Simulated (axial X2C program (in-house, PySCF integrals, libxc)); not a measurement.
## What spin–orbit coupling does to SiI

Computed with an in-house relativistic program for diatomic molecules. Spin-free means the one-electron spin-free X2C Hamiltonian; two-component (2c) means X2C with spin–orbit coupling and atomic mean-field two-electron Coulomb and Gaunt terms, so the difference of the two also holds small scalar two-electron terms. Basis: I dyall-cv3z [11s12p8d4f1g], Si dyall-v3z [8s7p2d1f] (cores contracted in-house); Gaussian nuclei, density fitting, unrestricted open shells. Masses: I 126.904 u, Si 27.977 u.

Spin-free state: M_S = 1/2, Λ = 1 (beyond evenly filled blocks: π+α); fragments I + Si.

```json
{"level": "PBE0", "Re (Å)": "2.449", "ωe (cm⁻¹)": "361.8", "De (eV)": "3.264", "μ (D)": "0.58"}
{"level": "HF", "Re (Å)": "2.483", "ωe (cm⁻¹)": "347.8", "De (eV)": "1.872", "μ (D)": "1.33"}
{"level": "MP2", "Re (Å)": "2.451", "ωe (cm⁻¹)": "365.2", "De (eV)": "3.096", "μ (D)": "n/a"}
{"level": "CCSD", "Re (Å)": "2.462", "ωe (cm⁻¹)": "359.2", "De (eV)": "2.898", "μ (D)": "n/a"}
{"level": "CCSD(T)", "Re (Å)": "2.463", "ωe (cm⁻¹)": "358.5", "De (eV)": "3.040", "μ (D)": "n/a"}
{"level": "TPSS", "Re (Å)": "2.464", "ωe (cm⁻¹)": "350.1", "De (eV)": "3.278", "μ (D)": "0.39"}
```

Correlated methods: 11 electrons correlated (number of frozen shells: I 4 s, 3 p, 2 d; Si 2 s, 1 p), 217 virtual spin orbitals or spinors in MP2, 90 natural virtuals in coupled cluster.

Dipoles are positive if Si is the positive end.

Question: Within this multiplet, which Ω should lie lowest by the rule for regular and inverted multiplets?

Answer: The open π shell holds one electron, so the multiplet is regular: Ω = Λ − 1/2 = 1/2. The PBE0 2c search agrees.

Two-component determinant lowest at the distance of the search:

Ω = 1/2 (⟨Sz⟩ = -0.50, ⟨Lz⟩ = 1.00 at HF); fragments I + Si.

```
  level  Re (Å)  ωe (cm⁻¹)  De (eV)  μ (D)
   PBE0   2.449      361.2    3.063   0.45
     HF   2.483      348.1    1.615   1.22
    MP2   2.451      365.5    2.885    n/a
   CCSD   2.461      359.3    2.664    n/a
CCSD(T)   2.463      358.3    2.810    n/a
   TPSS   2.466      348.5    3.120   0.26
```

Question: From the two tables, how do the constants change at the CCSD(T) level (2c against spin-free)?

Answer: At the CCSD(T) level Re is unchanged within 0.001 Å and ωe is unchanged to within 0.2 cm⁻¹; De is not compared, since the atomic limits differ or miss part of their spin–orbit lowering.

Occupations by symmetry block were frozen at the best pattern of an incomplete PBE0 search. Dissociation energies refer to the lowest single-determinant-based atoms at the same level and basis. Density functionals use the spin component along the axis (collinear). CCSD and (T) use frozen natural virtuals with an MP2 correction for the truncation; (T) itself is uncorrected, so its De runs slightly low. The 2c atoms are single determinants rather than J levels; their spin–orbit lowering is only partly caught, and De is too large by that part. This holds for PBE0, MP2, CCSD, CCSD(T), TPSS. Without a current term, density functionals place determinants with orbital angular momentum somewhat too high.
